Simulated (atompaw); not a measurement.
# scandium (Sc): one change to a PAW (atompaw) potential, before and after

* Element: scandium
* Generator: atompaw 4.2.0.5
* Type: PAW
* Functional: LDA (PW92)
* Relativity: scalar-relativistic
* Frozen core: [Ar]
* Valence charge: 3
* Reference configuration: 3d2 4s1 4p0
* Partial waves: 4s (bound): rc 2.55 bohr; 4s channel at 2.55 Ry: rc 2.55 bohr; 4p (bound, empty): rc 3.00 bohr; 4p channel at 4.95 Ry: rc 3.00 bohr; 3d (bound): rc 1.65 bohr; 3d channel at 5.25 Ry: rc 3.00 bohr
* Local potential: bessel scheme, radius 2.50 bohr
* Core correction: smooth core density matched at 2.10 bohr
* Augmentation charge: sinc compensation charge, radius 2.85 bohr; PAW radius 3.00 bohr; waves and projectors: custom rrkj vanderbiltortho

All-electron outer shells of the reference configuration (LDA (PW92), scalar-relativistic, ld1.x):

```
shell  level (eV)  outermost node (bohr)  outermost maximum (bohr)
   3s      -51.78                   0.42                      0.93
   3p      -30.78                   0.39                      0.97
   4s       -3.68                   1.34                      3.22
   3d       -1.50                      –                      1.15
   4p       -1.24                   1.52                      4.39
```

Change: reference 3d1 4s0.5 4p0.

Cutoffs: the cutoffs (Ry, on a coarse ladder) from which the occupation-weighted sum of valence levels, in a spherical-Bessel basis at the reference potential, stays within 10 and 1 mRy of its value at 400 Ry; they do not see the model core or the augmentation charge, which bear on the density cutoff.

Task: What does the change do?

Result: The potential gets softer (35 Ry and 40 Ry → 30 Ry and 40 Ry); the range in which the p phases agree narrows (upper end at the end of the scan → 3.3); the range in which the d phases agree narrows (upper end at the end of the scan → -0.2); neither file shows a bound ghost.

```tsv
quantity	base	changed
cutoff, loose	35 Ry	30 Ry
cutoff, tight	40 Ry	40 Ry
bound ghosts	none	none
s: phases at 3.01 bohr within 0.05 rad from the reference energy up to (Ry; the scan ends near 5)	3.8	3.2
p: phases at 3.01 bohr within 0.05 rad from the reference energy up to (Ry; the scan ends near 5)	to the end of the scan	3.3
d: phases at 3.01 bohr within 0.05 rad from the reference energy up to (Ry; the scan ends near 5)	to the end of the scan	-0.2
lowest overlap eigenvalue by channel	s 0.67, p 0.27, d 0.71	s 0.85, p 0.24, d 0.56
```

 The cutoffs see the waves, projectors and local potential, not the compensation charge or the core.
